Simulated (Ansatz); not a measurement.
## A family of molecules: the dipole moment

One atom is swapped for its congeners: InHF `[F][InH]`; InHCl `[Cl][InH]`; InHBr `[Br][InH]`. All are doublets with charge 0.

Shapes, held fixed at every level: PBE0-D4/def2-TZVP. Programs: Ansatz 0.2.0. Values in D.

```csv
level,InHF,InHCl,InHBr
PBE-D4/def2-TZVPP,2.73,2.60,2.49
r2SCAN-D4/def2-TZVPP,2.85,2.77,2.67
B3LYP-D4/def2-TZVPP,2.98,2.79,2.69
wB97M-V/def2-TZVPP,2.96,2.85,2.79
```

At wB97M-V/def2-TZVPP the dipole moment falls at every step, from 2.96 to 2.79 D. Every level shows the same order. Open shells run unrestricted unless RO is named. For atoms past krypton def2 sets carry core potentials with scalar relativity. Relativity is left out for Br unless named.
